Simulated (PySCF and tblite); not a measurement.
3 regioisomers of C₇H₁₂:

```csv
isomer,SMILES
A,[CH3:1][C@:2]12[CH2:3][CH2:4][C@H:5]([CH2:6]1)[CH2:7]2
B,[CH3:1][C@@H:2]1[CH2:3][C@H:4]2[CH2:5][C@@H:6]1[CH2:7]2
C,[CH3:1][C@H:2]1[C@H:3]2[CH2:4][CH2:5][C@@H:6]1[CH2:7]2
```

Computed spectrum of one of them (conformer average at 298.15 K; GFN2-xTB geometries, energies OPBE/pcseg-1 (IEF-PCM, chloroform) (D3(BJ) added where defined), GIAO shieldings KT2/pcSseg-1 (IEF-PCM, chloroform); references on GFN2-xTB geometries), in ppm: ¹H (against TMS): 2.34 (2H), 1.87 (1H), 1.70 (2H), 1.61 (2H), 1.43 (1H), 0.72 (3H), 0.71 (1H). ¹³C (against TMS): 45.4 (1C), 45.2 (2C), 39.8 (1C), 25.8 (2C), 14.1 (1C). Of the H, only those on carbon are given.

**Question.** Which isomer is it?

**Answer.** C. It shows 5 carbon signals, which only C gives by symmetry. Assigned: ¹H (against TMS): 2.34 (H3/H6, 2H), 1.87 (H2, 1H), 1.70 (H4a/H5a, 2H), 1.61 (H4b/H5b, 2H), 1.43 (H7a, 1H), 0.72 (H1, 3H), 0.71 (H7b, 1H). ¹³C (against TMS): 45.4 (C2), 45.2 (C3/C6), 39.8 (C7), 25.8 (C4/C5), 14.1 (C1). For comparison, at another level (GFN2-xTB geometries, energies PBE0/pcSseg-1 (D3(BJ) added where defined), GIAO shieldings PBE0/pcSseg-1) the isomers give: A: ¹H (against TMS): 2.31 (H5, 1H), 1.77 (H4, 2H), 1.44 (H3, 2H), 1.30 (H1, 3H), 1.25 (H6a/H7a, 2H), 0.87 (H6b/H7b, 2H). ¹³C (against TMS): 49.2 (C2), 44.4 (C6/C7), 38.2 (C5), 35.5 (C3), 32.5 (C4), 22.5 (C1). B: ¹H (against TMS): 2.34 (H4, 1H), 2.08 (H6, 1H), 2.04 (H2, 1H), 1.86 (H3a, 1H), 1.67 (H5a, 1H), 1.49 (H7a, 1H), 1.12 (H1, 3H), 1.06 (H7b, 1H), 1.01 (H3b, 1H), 0.95 (H5b, 1H). ¹³C (against TMS): 46.2 (C6), 42.5 (C5), 41.2 (C4), 37.8 (C3), 36.8 (C2), 35.4 (C7), 21.1 (C1). C: ¹H (against TMS): 2.13 (H3/H6, 2H), 1.68 (H2, 1H), 1.58 (H4a/H5a, 2H), 1.55 (H4b/H5b, 2H), 1.35 (H7a, 1H), 0.72 (H1, 3H), 0.67 (H7b, 1H). ¹³C (against TMS): 42.9 (C2), 42.6 (C3/C6), 38.9 (C7), 25.3 (C4/C5), 13.6 (C1).

Shifts are unscaled: against experiment ¹³C can be off by 15 ppm or more and ¹H by 0.8 ppm.
